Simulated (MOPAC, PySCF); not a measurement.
[Ti(F)3(Cl)], neutral singlet in the gas phase. 

Cartesian coordinates (Å):
```xyz
5

Ti     0.0006    -0.0024     0.0044
F     -0.4360     1.6568     0.2920
F     -1.2513    -0.7629    -0.9342
F      1.4895    -0.0487    -0.8942
Cl     0.2461    -1.0518     1.9120
```
Charge 0, multiplicity 1.

All levels are single points at this geometry (PBE-D3(BJ)/def2-SVP); Pople sets use spherical d functions. Orbital energies aren't observables, and empty levels follow the basis.

PM6 in MOPAC gives HOMO (eV) = -12.45.

Q: Estimate the HOMO (eV) from each of these levels: TPSSh-D3(BJ)/def2-TZVP in PySCF; B3LYP/3-21G in PySCF; B3LYP/6-311+G** (LANL2DZ on Ti) in PySCF; B3LYP/6-31G* (LANL2DZ on Ti) in PySCF; B3LYP/LANL2DZ in PySCF; BP86/6-31G* (LANL2DZ on Ti) in PySCF; M06-2X/6-31G* (LANL2DZ on Ti) in PySCF; PBE/6-31G* (LANL2DZ on Ti) in PySCF; SVWN5/6-31G* (LANL2DZ on Ti) in PySCF; HF/3-21G in PySCF; HF/STO-3G in PySCF; PM7 in MOPAC.

A: 
```json
[
 {"level": "TPSSh-D3(BJ)/def2-TZVP in PySCF", "HOMO (eV)": "-9.42"},
 {"level": "B3LYP/3-21G in PySCF", "HOMO (eV)": "-9.66"},
 {"level": "B3LYP/6-311+G** (LANL2DZ on Ti) in PySCF", "HOMO (eV)": "-10.17"},
 {"level": "B3LYP/6-31G* (LANL2DZ on Ti) in PySCF", "HOMO (eV)": "-9.86"},
 {"level": "B3LYP/LANL2DZ in PySCF", "HOMO (eV)": "-10.32"},
 {"level": "BP86/6-31G* (LANL2DZ on Ti) in PySCF", "HOMO (eV)": "-8.75"},
 {"level": "M06-2X/6-31G* (LANL2DZ on Ti) in PySCF", "HOMO (eV)": "-11.59"},
 {"level": "PBE/6-31G* (LANL2DZ on Ti) in PySCF", "HOMO (eV)": "-8.63"},
 {"level": "SVWN5/6-31G* (LANL2DZ on Ti) in PySCF", "HOMO (eV)": "-8.82"},
 {"level": "HF/3-21G in PySCF", "HOMO (eV)": "-13.71"},
 {"level": "HF/STO-3G in PySCF", "HOMO (eV)": "-10.84"},
 {"level": "PM7 in MOPAC", "HOMO (eV)": "-12.08"}
]
```
